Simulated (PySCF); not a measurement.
# Two-dimensional NMR puzzle

Compound of formula C5H11ClOSi2. Correlations simulated from computed shifts and the bond graph:

HSQC (one-bond C–H):
| δH | δC |
| --- | --- |
| 4.39 | 48.1 |
| 3.89 | 64.2 |
| 2.62 | 41.7 |

COSY cross peaks (H two or three bonds apart, from the bond graph; peaks can be absent where the dihedral angle is near 90°):
| δH | δH |
| --- | --- |
| 4.82 | 4.65 |
| 3.89 | 2.62 |

HMBC (two and three bonds, from the bond graph):
| δH | δC |
| --- | --- |
| 4.82 | 178.5, 168.2, 48.1 |
| 4.65 | 178.5, 168.2, 41.7 |
| 4.39 | 178.5, 168.2 |
| 3.89 | 178.5, 41.7 |
| 2.62 | 178.5, 168.2, 64.2 |

Carbons without hydrogens: δ 178.5, 168.2.

- NMR shieldings at PBE0/pcSseg-1/GIAO
- coordinates at the GFN2-xTB level
- program: PySCF 2.14
- one averaged value for each set of equivalent atoms, a single conformation, in vacuum, relativity neglected

Referencing at the same level of theory: 1H (31.72 ppm), 13C (186.93 ppm) against TMS.

Exchangeable hydrogens are left out of these lists.

Problem. Work out the connectivity.

Solution. `[SiH2]1C(CCl)=C(CCO)[SiH2]1`.

Numbering as in the mapped SMILES `[OH:1][CH2:2][CH2:3][C:4]1=[C:5]([CH2:6][Cl:7])[SiH2:8][SiH2:9]1`. Hydrogens are named by the atom that carries them.

δC 178.5 is C4, a fully substituted alkene carbon. δC 168.2 is C5, a fully substituted alkene carbon. δC 64.2 is C2, an sp3 CH2 bonded to O (δH 3.89). δC 48.1 is C6, an allylic sp3 CH2 bonded to Cl (δH 4.39). δC 41.7 is C3, an allylic sp3 CH2 (δH 2.62). HMBC from δH 4.82 reaches the proton-free carbons C4, C5. HMBC from δH 4.65 reaches the proton-free carbons C4, C5. HMBC from δH 4.39 reaches the proton-free carbons C4, C5. HMBC from δH 3.89 reaches the proton-free carbon C4. COSY links 4.82–4.65, 3.89–2.62.

The shifts were computed for this structure.

Exchangeable OH/NH protons stand at their gas-phase positions; hydrogen bonding in a real sample shifts them, mostly to higher δ. Carbons that carry Cl, above all several Cl atoms, come out too deshielded, partly because spin–orbit coupling is missing. Shifts are as computed. Against solution values, carbons near 30 ppm lie about +3 ppm off and those near 130 ppm about +5 ppm; carbons on Cl a further +6 ppm. Of 1211 compounds with measured shifts, 218 miss one by over three times the rms of a fit or turn the order of signals round; such compounds aren't used in these exercises.
